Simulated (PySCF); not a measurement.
Ti(OEt)(H)3 (C₂H₈OTi), SMILES [O](CC)[TiH3], multiplicity 1. Atoms are numbered in the order given.

```xyz
12

Ti     0.1116    -1.4405     0.0000
O     -0.3854     0.2123     0.0000
C     -0.6682     1.5952     0.0000
C      0.6104     2.4192     0.0000
H     -1.2882     1.8175    -0.8965
H     -1.2882     1.8175     0.8965
H      1.2192     2.1977    -0.8989
H      0.3662     3.5004     0.0000
H      1.2192     2.1977     0.8989
H      1.0404    -1.6292     1.4333
H     -1.3354    -2.3656     0.0000
H      1.0404    -1.6292    -1.4333
```

The structure is a stationary point at PBE-D3(BJ)/def2-SVP. The spin state was assumed, not searched. The structure was generated by enumeration; whether it is a known compound was not checked. One conformer was computed; it need not be the lowest.

Two levels are set side by side: PBE/pcSseg-1 (PySCF) and KT2/pcSseg-1 (PySCF). GIAO shifts against H2O (¹⁷O), TMS (¹H), TMS (¹³C) at the same level; non-relativistic, no solvent, atoms listed together averaged. Differences are taken from unrounded values.

```csv
quantity,KT2
δ(¹⁷O) of O2 (ppm),423.5
δ(¹³C) of C3 (ppm),91.8
δ(¹³C) of C4 (ppm),26.9
"δ(¹H) of H5, H6 (ppm)",6.01
```

Q: What does PBE give, and how far is it from KT2? (The exact figures need the calculation; the answer reports its results.)

A: 
```
quantity                 PBE  PBE minus KT2
---------------------  -----  -------------
δ(¹⁷O) of O2 (ppm)     435.1           11.6
δ(¹³C) of C3 (ppm)      93.2            1.5
δ(¹³C) of C4 (ppm)      26.7           -0.2
δ(¹H) of H5, H6 (ppm)   5.97          -0.04
```

Rough cost on one machine, each run with all the roots and properties that it gave: KT2 against PBE within a factor of 2.
